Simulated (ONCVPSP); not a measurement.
**Sr (Z = 38), ONCV: configuration errors across variants**

strontium (Sr), optimised norm-conserving Vanderbilt (ONCV), made with ONCVPSP 4.0.1 (BLYP, scalar-relativistic). Core [Ar] 3d10, reference 4s2 4p6 5s2. Waves: 4s+5s: rc 2.60 bohr, ncon 4, nbas 8, qcut 5.6 1/bohr, 3 projectors, debl 2.3 Ha; 4p: rc 1.80 bohr, ncon 4, nbas 9, qcut 9.1 1/bohr, 2 projectors, debl 1.3 Ha; d scattering state at 0.17 Ha: rc 1.80 bohr, ncon 4, nbas 9, qcut 5.5 1/bohr, local; f scattering state at 0.39 Ha: rc 2.60 bohr, ncon 4, nbas 9, qcut 4.5 1/bohr, 2 projectors, debl 3.3 Ha. Local part: the d channel. Core correction: Teter function, fcfact 5, rcfact 1.15.

In the d channel the program set the typed energies aside and used 0.050 Ha.

All-electron excitation energies from the reference (eV): (1) 4s2 4p6 5s1 5.809; (2) 4s2 4p6 5s0 16.935; (3) 4s2 4p6 5s1.5 2.279; (4) 4s2 4p6 5s1 5p1 2.355.

Errors AE − PS in meV (a dash: test not solved or not reliable):

```csv
change,(1),(2),(3),(4),bound ghosts,GHOST(+) flags above zero
base,-0.9,-4.9,-0.2,-0.5,none,none
"core correction Teter function, fcfact 5, rcfact 0.96",-0.8,-4.5,-0.2,-0.5,none,none
"core correction Teter function, fcfact 5, rcfact 1.12",-0.9,-4.8,-0.2,-0.5,none,none
"core correction Teter function, fcfact 5, rcfact 1.22",-0.9,-5.0,-0.2,-0.6,none,none
"core correction Teter function, fcfact 5, rcfact 1.52",-0.9,-5.5,-0.2,-0.6,none,none
"core correction Teter function, fcfact 5, rcfact 1.66",-1.0,-6.5,-0.3,-0.8,none,none
"core correction Teter function, fcfact 5, rcfact 1.78",-1.3,-8.8,-0.3,-1.0,none,none
"core correction Teter function, fcfact 5, rcfact 1.92",-2.0,-16,-0.4,-1.7,none,none
"core correction Teter function, fcfact 5, rcfact 2.02",-3.2,-26,-0.6,-2.6,none,none
```

Question: Give the same row for: core correction Teter function, fcfact 5, rcfact 1.4.

Answer: -0.9, -5.2, -0.2, -0.6; bound ghosts: none; GHOST(+) flags above zero: none.
